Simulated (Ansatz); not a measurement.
Ansatz (an electronic-structure program) input (HF/3-21G): The .json file is the Basis Set Exchange's 3-21G.

Ansatz 0.2 input:
```yaml
crystal:
  periodic: [false, false, false]
  atoms:
    - {symbol: C, position_ang: [-1.82070907, 1.37440995, 0.32422160]}
    - {symbol: Si, position_ang: [-1.20637095, -0.32634414, -0.32500327]}
    - {symbol: C, position_ang: [-2.27045388, -1.79254129, 0.32980727]}
    - {symbol: Si, position_ang: [1.07616697, -0.64384020, 0.28244101]}
    - {symbol: Cl, position_ang: [2.15148257, 1.15885603, -0.43564151]}
    - {symbol: H, position_ang: [-2.80785907, 1.59730460, -0.06648325]}
    - {symbol: H, position_ang: [-1.14415375, 2.16320425, 0.01628110]}
    - {symbol: H, position_ang: [-1.87635468, 1.37175612, 1.40913732]}
    - {symbol: H, position_ang: [-3.29636710, -1.69063490, -0.00845344]}
    - {symbol: H, position_ang: [-2.27430446, -1.81065075, 1.41609204]}
    - {symbol: H, position_ang: [-1.89044602, -2.74241940, -0.02975884]}
    - {symbol: H, position_ang: [1.72077410, -1.79131436, -0.39506696]}
    - {symbol: H, position_ang: [1.36334039, -0.70642903, 1.73585609]}
basis:
  gaussian:
    orbitals: 3-21G.json
hamiltonian:
  xc: {name: HF}
magnetization: {spin_polarized: true, initial_magnetization: 1}
phonons: {temperatures: {t_min: 298.15, t_max: 298.15, t_step: 100}}
```

Output:

```
Functional definition: HF
integrals: 0.02 GiB planned
917 factors; integrals over basis functions are off by at most 5.4e-4 eV
mean field: 0.35 GiB planned
mean field evaluation 1: about -30259.1966 eV, gradient 1.8e1 eV
mean field evaluation 2: about -30259.1928 eV, gradient 1.8e1 eV
mean field evaluation 4: about -30261.3469 eV, gradient 1.7e0 eV
mean field evaluation 8: about -30261.3927 eV, gradient 6.9e-4 eV
mean field -30261.39258123 eV, -1112.0856654516 hartree, gradient 4.0e-5 eV, S^2 0.754713; 0 other end points of the search recorded, 0 dependent functions left out
the calculation of the forces begins
reference -30261.39258123 eV, -1112.0856654516 hartree; 33, 32 occupied and 40, 41 virtual orbitals, 917 factors
these checks for a lower state are left out or cut short: stability, starts, cluster_reference, orbital_swaps, neighbouring_geometries, increment
integrals: 0.02 GiB planned
917 factors; integrals over basis functions are off by at most 5.4e-4 eV
mean field: 0.35 GiB planned
mean field evaluation 16: about -30261.3924 eV, gradient 9.6e-5 eV
mean field -30261.39241148 eV, -1112.0856592135 hartree, gradient 1.5e-6 eV, S^2 0.754711; 0 other end points of the search recorded, 0 dependent functions left out
the calculation of the forces begins
reference -30261.39241148 eV, -1112.0856592135 hartree; 33, 32 occupied and 40, 41 virtual orbitals, 917 factors
these checks for a lower state are left out or cut short: stability, starts, cluster_reference, orbital_swaps, neighbouring_geometries, increment
integrals: 0.02 GiB planned
917 factors; integrals over basis functions are off by at most 5.4e-4 eV
mean field: 0.35 GiB planned
mean field -30261.39241054 eV, -1112.0856591790 hartree, gradient 1.5e-6 eV, S^2 0.754714; 0 other end points of the search recorded, 0 dependent functions left out
the calculation of the forces begins
reference -30261.39241054 eV, -1112.0856591790 hartree; 33, 32 occupied and 40, 41 virtual orbitals, 917 factors
these checks for a lower state are left out or cut short: stability, starts, cluster_reference, orbital_swaps, neighbouring_geometries, increment
integrals: 0.02 GiB planned
917 factors; integrals over basis functions are off by at most 5.4e-4 eV
mean field: 0.35 GiB planned
mean field evaluation 32: about -30261.3924 eV, gradient 1.5e-6 eV
mean field -30261.39244532 eV, -1112.0856604571 hartree, gradient 1.5e-6 eV, S^2 0.754716; 0 other end points of the search recorded, 0 dependent functions left out
the calculation of the forces begins
reference -30261.39244532 eV, -1112.0856604571 hartree; 33, 32 occupied and 40, 41 virtual orbitals, 917 factors
these checks for a lower state are left out or cut short: stability, starts, cluster_reference, orbital_swaps, neighbouring_geometries, increment
integrals: 0.02 GiB planned
917 factors; integrals over basis functions are off by at most 5.4e-4 eV
mean field: 0.35 GiB planned
mean field -30261.39245005 eV, -1112.0856606308 hartree, gradient 1.4e-6 eV, S^2 0.754709; 0 other end points of the search recorded, 0 dependent functions left out
the calculation of the forces begins
reference -30261.39245005 eV, -1112.0856606308 hartree; 33, 32 occupied and 40, 41 virtual orbitals, 917 factors
these checks for a lower state are left out or cut short: stability, starts, cluster_reference, orbital_swaps, neighbouring_geometries, increment
integrals: 0.02 GiB planned
917 factors; integrals over basis functions are off by at most 5.5e-4 eV
mean field: 0.35 GiB planned
mean field -30261.39241503 eV, -1112.0856593439 hartree, gradient 1.4e-6 eV, S^2 0.754707; 0 other end points of the search recorded, 0 dependent functions left out
the calculation of the forces begins
reference -30261.39241503 eV, -1112.0856593439 hartree; 33, 32 occupied and 40, 41 virtual orbitals, 917 factors
these checks for a lower state are left out or cut short: stability, starts, cluster_reference, orbital_swaps, neighbouring_geometries, increment
integrals: 0.02 GiB planned
917 factors; integrals over basis functions are off by at most 5.4e-4 eV
mean field: 0.35 GiB planned
mean field -30261.39241918 eV, -1112.0856594964 hartree, gradient 1.5e-6 eV, S^2 0.754718; 0 other end points of the search recorded, 0 dependent functions left out
the calculation of the forces begins
reference -30261.39241918 eV, -1112.0856594964 hartree; 33, 32 occupied and 40, 41 virtual orbitals, 917 factors
these checks for a lower state are left out or cut short: stability, starts, cluster_reference, orbital_swaps, neighbouring_geometries, increment
integrals: 0.02 GiB planned
917 factors; integrals over basis functions are off by at most 5.4e-4 eV
mean field: 0.35 GiB planned
mean field -30261.39251402 eV, -1112.0856629818 hartree, gradient 1.5e-6 eV, S^2 0.754724; 0 other end points of the search recorded, 0 dependent functions left out
[...]
mean field: 0.35 GiB planned
mean field evaluation 480: about -30261.3926 eV, gradient 1.5e-6 eV
mean field -30261.39256492 eV, -1112.0856648522 hartree, gradient 1.5e-6 eV, S^2 0.754714; 0 other end points of the search recorded, 0 dependent functions left out
the calculation of the forces begins
reference -30261.39256492 eV, -1112.0856648522 hartree; 33, 32 occupied and 40, 41 virtual orbitals, 917 factors
these checks for a lower state are left out or cut short: stability, starts, cluster_reference, orbital_swaps, neighbouring_geometries, increment
integrals: 0.02 GiB planned
917 factors; integrals over basis functions are off by at most 5.4e-4 eV
mean field: 0.35 GiB planned
mean field -30261.39256406 eV, -1112.0856648205 hartree, gradient 1.5e-6 eV, S^2 0.754711; 0 other end points of the search recorded, 0 dependent functions left out
the calculation of the forces begins
reference -30261.39256406 eV, -1112.0856648205 hartree; 33, 32 occupied and 40, 41 virtual orbitals, 917 factors
these checks for a lower state are left out or cut short: stability, starts, cluster_reference, orbital_swaps, neighbouring_geometries, increment
integrals: 0.02 GiB planned
917 factors; integrals over basis functions are off by at most 5.4e-4 eV
mean field: 0.35 GiB planned
mean field -30261.39254262 eV, -1112.0856640328 hartree, gradient 1.5e-6 eV, S^2 0.754711; 0 other end points of the search recorded, 0 dependent functions left out
the calculation of the forces begins
reference -30261.39254262 eV, -1112.0856640328 hartree; 33, 32 occupied and 40, 41 virtual orbitals, 917 factors
these checks for a lower state are left out or cut short: stability, starts, cluster_reference, orbital_swaps, neighbouring_geometries, increment
integrals: 0.02 GiB planned
917 factors; integrals over basis functions are off by at most 5.4e-4 eV
mean field: 0.35 GiB planned
mean field -30261.39254314 eV, -1112.0856640518 hartree, gradient 1.5e-6 eV, S^2 0.754714; 0 other end points of the search recorded, 0 dependent functions left out
the calculation of the forces begins
reference -30261.39254314 eV, -1112.0856640518 hartree; 33, 32 occupied and 40, 41 virtual orbitals, 917 factors
these checks for a lower state are left out or cut short: stability, starts, cluster_reference, orbital_swaps, neighbouring_geometries, increment
integrals: 0.02 GiB planned
917 factors; integrals over basis functions are off by at most 5.4e-4 eV
mean field: 0.35 GiB planned
mean field -30261.39256261 eV, -1112.0856647672 hartree, gradient 1.5e-6 eV, S^2 0.754714; 0 other end points of the search recorded, 0 dependent functions left out
the calculation of the forces begins
reference -30261.39256261 eV, -1112.0856647672 hartree; 33, 32 occupied and 40, 41 virtual orbitals, 917 factors
these checks for a lower state are left out or cut short: stability, starts, cluster_reference, orbital_swaps, neighbouring_geometries, increment
integrals: 0.02 GiB planned
917 factors; integrals over basis functions are off by at most 5.4e-4 eV
mean field: 0.35 GiB planned
mean field evaluation 512: about -30261.3926 eV, gradient 1.2e-5 eV
mean field -30261.39256292 eV, -1112.0856647788 hartree, gradient 1.5e-6 eV, S^2 0.754711; 0 other end points of the search recorded, 0 dependent functions left out
the calculation of the forces begins
reference -30261.39256292 eV, -1112.0856647788 hartree; 33, 32 occupied and 40, 41 virtual orbitals, 917 factors
these checks for a lower state are left out or cut short: stability, starts, cluster_reference, orbital_swaps, neighbouring_geometries, increment
integrals: 0.02 GiB planned
917 factors; integrals over basis functions are off by at most 5.4e-4 eV
mean field: 0.35 GiB planned
mean field -30261.39257203 eV, -1112.0856651134 hartree, gradient 1.5e-6 eV, S^2 0.754713; 0 other end points of the search recorded, 0 dependent functions left out
the calculation of the forces begins
reference -30261.39257203 eV, -1112.0856651134 hartree; 33, 32 occupied and 40, 41 virtual orbitals, 917 factors
these checks for a lower state are left out or cut short: stability, starts, cluster_reference, orbital_swaps, neighbouring_geometries, increment
integrals: 0.02 GiB planned
917 factors; integrals over basis functions are off by at most 5.4e-4 eV
mean field: 0.35 GiB planned
mean field -30261.39257447 eV, -1112.0856652033 hartree, gradient 1.5e-6 eV, S^2 0.754713; 0 other end points of the search recorded, 0 dependent functions left out
the calculation of the forces begins
reference -30261.39257447 eV, -1112.0856652033 hartree; 33, 32 occupied and 40, 41 virtual orbitals, 917 factors
these checks for a lower state are left out or cut short: stability, starts, cluster_reference, orbital_swaps, neighbouring_geometries, increment
integrals: 0.02 GiB planned
917 factors; integrals over basis functions are off by at most 5.4e-4 eV
mean field: 0.35 GiB planned
mean field -30261.39257314 eV, -1112.0856651542 hartree, gradient 1.5e-6 eV, S^2 0.754714; 0 other end points of the search recorded, 0 dependent functions left out
the calculation of the forces begins
reference -30261.39257314 eV, -1112.0856651542 hartree; 33, 32 occupied and 40, 41 virtual orbitals, 917 factors
these checks for a lower state are left out or cut short: stability, starts, cluster_reference, orbital_swaps, neighbouring_geometries, increment
integrals: 0.02 GiB planned
917 factors; integrals over basis functions are off by at most 5.4e-4 eV
mean field: 0.35 GiB planned
mean field -30261.39257533 eV, -1112.0856652347 hartree, gradient 1.5e-6 eV, S^2 0.754711; 0 other end points of the search recorded, 0 dependent functions left out
the calculation of the forces begins
reference -30261.39257533 eV, -1112.0856652347 hartree; 33, 32 occupied and 40, 41 virtual orbitals, 917 factors
these checks for a lower state are left out or cut short: stability, starts, cluster_reference, orbital_swaps, neighbouring_geometries, increment
integrals: 0.02 GiB planned
917 factors; integrals over basis functions are off by at most 5.4e-4 eV
mean field: 0.35 GiB planned
mean field evaluation 544: about -30261.3964 eV, gradient 7.6e-2 eV
mean field -30261.39252475 eV, -1112.0856633759 hartree, gradient 1.5e-6 eV, S^2 0.754717; 0 other end points of the search recorded, 0 dependent functions left out
the calculation of the forces begins
reference -30261.39252475 eV, -1112.0856633759 hartree; 33, 32 occupied and 40, 41 virtual orbitals, 917 factors
these checks for a lower state are left out or cut short: stability, starts, cluster_reference, orbital_swaps, neighbouring_geometries, increment
integrals: 0.02 GiB planned
917 factors; integrals over basis functions are off by at most 5.4e-4 eV
mean field: 0.35 GiB planned
mean field -30261.39252369 eV, -1112.0856633372 hartree, gradient 1.5e-6 eV, S^2 0.754708; 0 other end points of the search recorded, 0 dependent functions left out
the calculation of the forces begins
reference -30261.39252369 eV, -1112.0856633372 hartree; 33, 32 occupied and 40, 41 virtual orbitals, 917 factors
Total energy: -30261.39258123 eV, -1112.0856654516 hartree
Atom 0 at    -1.820709     1.374410     0.324222 Å, force     0.000059    -0.000964    -0.000571 eV/Å
Atom 1 at    -1.206371    -0.326344    -0.325003 Å, force    -0.000681     0.000530     0.000650 eV/Å
Atom 2 at    -2.270454    -1.792541     0.329807 Å, force     0.001235     0.000695    -0.000414 eV/Å
Atom 3 at     1.076167    -0.643840     0.282441 Å, force     0.001298     0.000608     0.000108 eV/Å
Atom 4 at     2.151483     1.158856    -0.435642 Å, force    -0.000262    -0.000291    -0.000294 eV/Å
Atom 5 at    -2.807859     1.597305    -0.066483 Å, force    -0.000274     0.000440     0.000039 eV/Å
Atom 6 at    -1.144154     2.163204     0.016281 Å, force     0.000058     0.000052     0.000031 eV/Å
Atom 7 at    -1.876355     1.371756     1.409137 Å, force    -0.000059     0.000064     0.000226 eV/Å
Atom 8 at    -3.296367    -1.690635    -0.008453 Å, force    -0.000603    -0.000092    -0.000110 eV/Å
Atom 9 at    -2.274304    -1.810651     1.416092 Å, force    -0.000125    -0.000059     0.000066 eV/Å
Atom 10 at    -1.890446    -2.742419    -0.029759 Å, force    -0.000340    -0.000473     0.000207 eV/Å
Atom 11 at     1.720774    -1.791314    -0.395067 Å, force     0.000176    -0.000071    -0.000065 eV/Å
Atom 12 at     1.363340    -0.706429     1.735856 Å, force    -0.000484    -0.000439     0.000128 eV/Å
Dipole moment:    -0.745523    -0.548797     0.224090 e Å
Vibrations: 33.99 82.43 131.56 134.88 163.21 177.87 210.83 383.53 457.06 475.67 663.27 711.98 748.29 835.40 853.25 895.47 943.62 988.11 1008.76 1463.11 1472.25 1623.94 1627.94 1632.22 1636.96 2294.25 2316.17 3181.64 3183.84 3251.22 3253.43 3264.79 3274.00 cm⁻¹, zero-point energy 2.688902 eV
```

The blocks after the first are displaced geometries, from whose forces the wavenumbers follow.
